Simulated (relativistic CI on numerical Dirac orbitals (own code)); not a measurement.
Computed by Dirac-Coulomb-Breit CI, orbitals from a KLI potential per configuration, QED by a radiative potential, unscaled Slater integrals (own radial code, finite nucleus).

The strongest absorption lines from the ground level of an ion, among the configurations computed and to levels below about 3480 eV (vacuum wavelength in nm, gf): 0.35676 (0.051), 0.35718 (0.027), 0.39766 (0.12), 0.39869 (0.065), 0.52878 (0.49), 0.53315 (0.26), 9.0954 (0.1), 17.365 (0.025).

Question: Which ion is it?
A. Y36+
B. Kr31+
C. Kr33+
D. As30+

Answer: C. Kr33+ has 3 electrons and the ground level 2s 2S_1/2; the strongest line goes to 3p 2P°_3/2. The pattern of lines fixes the number of electrons, and along that sequence the line energies rise steadily with the charge (about as its square where n changes within one kind of shell, about linearly where n is kept but much faster in heavy ions where fine structure, which grows about as Z⁴, sets the gap, and irregularly where shells cross), which fixes Z. Configurations outside the model, such as inner-shell arrays, can give stronger lines. At this charge energies of transitions that change n are usually good to better than 1 %, and those within a shell (Δn = 0) to a few per cent.
